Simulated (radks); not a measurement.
Question: These are the eigenvalues of the occupied orbitals of an atom or ion with whole-number occupations (eV). All-electron calculation, scalar-relativistic Kohn-Sham, PBE, spin-polarised, spherical densities, finite nucleus; Fermi nuclear charge, rms radius of each element as measured or else 0.836 A^(1/3) + 0.57 fm. Program: a radial shooting solver on a logarithmic mesh with Libxc functionals.

orbital  eigenvalue
1s        -64771.98
2s        -15894.35

Which element is it, and in what charge state? The configuration may be excited. Open shells, if any, are filled with parallel spins first.

Answer: Z = 68, erbium, charge +64: Er64+ in [He] 2s2. The 1s level, -2380.3 hartree, gives Z - s = 69.0 by -(Z - s)^2/2, which with screening and relativity narrows Z to a few neighbours, and with so few levels the electron count can be read from the list.
